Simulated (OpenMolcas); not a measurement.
Ge: effect of the active space

```yaml
Program: OpenMolcas 26.06
Method: CASSCF
Basis: ANO-RCC-VDZP
Scalar_Hamiltonian: DKH2, point nucleus
Spin-orbit_coupling: RASSI with atomic mean-field integrals over the reference wave functions, term energies averaged over their components
```

A. 2 electrons in 3 orbitals (4p); 2S+1 = 3 even, 3 roots; 2S+1 = 1 even, 6 roots; cost roughly 2.5 core-seconds
B. 4 electrons in 4 orbitals (4s 4p); 2S+1 = 3 even, 3 roots; 2S+1 = 1 even, 6 roots; 2S+1 = 5 odd, 1 root; 2S+1 = 3 odd, 5 roots; cost roughly 11 core-seconds

Energies in cm-1 above 4s2 4p2 3P0, the measured ground level; measured values from NIST Handbook of Basic Atomic Spectroscopic Data.

| Level | A | B | Measured |
| --- | --- | --- | --- |
| 4s2 4p2 3P0 | 0.0 | 0.0 | 0.0 |
| 4s2 4p2 3P1 | 448 | 469 | 557 |
| 4s2 4p2 3P2 | 1205 | 1227 | 1410 |
| 4s2 4p2 1D2 | 9692 | 9758 | 7125 |
| 4s2 4p2 1S0 | 22854 | 17506 | 16367 |

Deviations, from unrounded energies. A percentage is the sum of absolute deviations over the sum of measured energies, with the sign that they share, or ± where signs differ.

```tsv
Against measurement	Levels	A	B
mean absolute deviation (cm-1)	4	2300	1000
fine structure of the ground term (%)	2	-15.9	-13.8
other terms of the ground configuration (%)	2	+38.5	+16.0
```

B lies closest to measurement on these levels. The largest miss of B in the table is 4s2 4p2 1D2, by +2600 cm-1. The ranking rests on the paired levels alone, and a cruder setting can come out closer through cancelling errors.

Between A and B the level of the table that moves most is 4s2 4p2 1S0, by 5300 cm-1 (lowest in B, highest in A).

Without dynamic correlation excited terms often stand tens of per cent too high (terms of higher spin than the ground term too low), and those without a measured partner can miss by more than the paired ones. With the s shell closed, the reference lacks s² → p² mixing (holds for A). Computed and measured levels are paired by configuration, term and J; levels that our copy of the source lacks, or whose pairing is in doubt (as where it misses far off the trend of its configuration), stay unpaired and out of the deviations. Levels of configurations outside the active space are missing. Levels that lie high or do not pair safely by name in every column are left out.
